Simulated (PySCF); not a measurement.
GaFClBr, SMILES [Ga]([Cl])([F])[Br]. Geometry: PBE-D3(BJ)/def2-SVP.

Method: PBE-D3(BJ)/def2-SVP (PySCF 2.14.0).

Harmonic wavenumbers (cm⁻¹): 101, 142, 160, 296, 438, 697. Rotational constants (GHz): 3.803, 1.207, 0.9163; symmetry number 1.

Task: Work out the zero-point energy and the ideal-gas rigid-rotor harmonic-oscillator thermochemistry at 298.15 K and 1 atm.

Result: ZPE = ½ Σ hcν = ½ × 1834 cm⁻¹ = 2.62 kcal/mol. H − E(el) = 6.77 kcal/mol. Entropy in cal/(mol K): translation 41.84, rotation 28.73, vibration 11.34, total 81.91. G − E(el) = -17.66 kcal/mol. Cp = 17.60 cal/(mol K). Modes under 150 cm⁻¹ make the vibrational entropy uncertain.
